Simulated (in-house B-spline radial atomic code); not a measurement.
## Cd2+: [Kr] (4d3/2)4 (4d5/2)5 (5g9/2)1 (an excited or competing configuration)

Method: Dirac-Hartree-Fock, average of the jj configuration, Fermi nucleus of rms radius 4.6087 fm. Calculated with a radial B-spline atomic code at the basis-set limit.

Effective charges: Z_r = [3n² - l(l+1)]/(2<r>) from the radius, Z_e = n√(-2ε) from the energy, and Slater's rules. Values are occupation-weighted means over j. An effective charge above Z reflects the relativistic contraction of the inner shells.

| shell | electrons | ε (eV) | <r> (bohr) | Z_r | Z_e | Slater |
| --- | --- | --- | --- | --- | --- | --- |
| 1s | 2 | -26900 | 0.03039 | 49.36 | 44.46 | 47.70 |
| 2s | 2 | -4109.1 | 0.1311 | 45.78 | 34.76 | 43.85 |
| 2p | 6 | -3686.8 | 0.1147 | 43.58 | 32.92 | 43.85 |
| 3s | 2 | -830.5 | 0.3561 | 37.91 | 23.44 | 36.75 |
| 3p | 6 | -687.99 | 0.3551 | 35.20 | 21.33 | 36.75 |
| 3d | 10 | -463.79 | 0.3337 | 31.46 | 17.52 | 26.85 |
| 4s | 2 | -160.91 | 0.882 | 27.21 | 13.76 | 20.25 |
| 4p | 6 | -116.43 | 0.9568 | 24.04 | 11.70 | 20.25 |
| 4d | 9 | -50.828 | 1.19 | 17.64 | 7.73 | 9.20 |
| 5g | 1 | -4.8991 | 9.161 | 3.00 | 3.00 | - |

The least bound orbital is 5g9/2 at -4.899 eV, and it is also the most diffuse (<r> = 9.161 bohr).

For the 1s electron the small component carries 3.1 % of the norm, the zero-frequency Breit interaction raises the level by 59.39 eV, self-energy by 33.35 eV, and vacuum polarisation lowers it by 4.252 eV.
